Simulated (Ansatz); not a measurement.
Consider the hydrogenolysis of a Ga–Cl bond: `[SiH3][Ga]([Cl])[Cl]` + H₂ → `[SiH3][GaH][Cl]` + HCl.

Gas-phase electronic energies from Ansatz, PBE0-D4/def2-TZVP geometries. CCSD(T)/CBS is the MP2 limit (def2-TZVPP, def2-QZVPP) plus CCSD(T) − MP2 in def2-TZVPP, frozen cores. This one scheme is used for every species. DFT in def2-TZVPP. HSE06 is defined as in plane-wave codes. For Ga outer-core shells are correlated without core-valence functions, which leaves a few kJ/mol of doubt a bond. Scalar relativity is left out up to krypton.

`[SiH3][Ga]([Cl])[Cl]`:

Z-matrix (Å, degrees):
```
Si
Ga 1 2.395
H 1 1.485 2 108.3
H 1 1.483 2 110.0 3 -120.5
H 1 1.485 2 108.5 3 118.9
Cl 2 2.143 1 122.4 3 -61.4
Cl 2 2.141 1 124.2 3 118.4
```

H₂:

Cartesian coordinates in Å:
```
H -0.272 -0.186 -0.175
H 0.272 0.186 0.175
```

`[SiH3][GaH][Cl]`:

```xyz
7

Si   -0.591   -0.187   -0.903
Ga    0.919    0.280    0.908
Cl    0.020    0.068    2.862
H    -1.746    0.747   -0.828
H    -1.093   -1.581   -0.772
H     0.068   -0.034   -2.228
H     2.422    0.708    0.961
```

HCl:

```xyz
2

Cl    0.204   -0.033   -0.605
H    -0.204    0.033    0.605
```

Q: Is it downhill or uphill in electronic energy at CCSD(T)/CBS, and by how much? (Estimate.)

A: Ansatz gave: Uphill: ΔE = +1.13 eV.

Q: What do these levels give: BLYP-D4, r2SCANh-D4, HSE06-D4, ωB97X-V, B2PLYP, BLYP, r2SCAN0, BHLYP, HF/def2-SVP, MP2/def2-QZVPP, CCSD/def2-QZVPP, HF/CBS(def2)? (Estimate.)

A: Computed: BLYP-D4 1.15, r2SCANh-D4 1.17, HSE06-D4 1.11, ωB97X-V 1.11, B2PLYP 1.12, BLYP 1.07, r2SCAN0 1.15, BHLYP 1.08, HF/def2-SVP 1.07, MP2/def2-QZVPP 1.21, CCSD/def2-QZVPP 1.08, HF/CBS(def2) 1.06 eV.

Largest T1 diagnostic among the species: 0.013.

In def2-TZVPP, CCSD(T) changes the Hartree–Fock value by +0.03 eV (the triples alone add +0.04 eV) and MP2 by +0.13 eV. The D4 term adds +0.07 eV with B3LYP and +0.04 eV with PBE0; it sums over pairs of atoms, weighted by their polarisabilities, and B3LYP, whose exchange is more repulsive, gets the larger term. Leaving LDA and LC-ωPBE aside and taking each functional with its dispersion term where it has one, the values, not all of them listed here, spread over 0.12 eV, from B97M-V to r2SCAN-D4. LDA lies −0.04 eV from PBE without D4.

B3LYP here is the variant with VWN-RPA as its local correlation; programs differ in this.
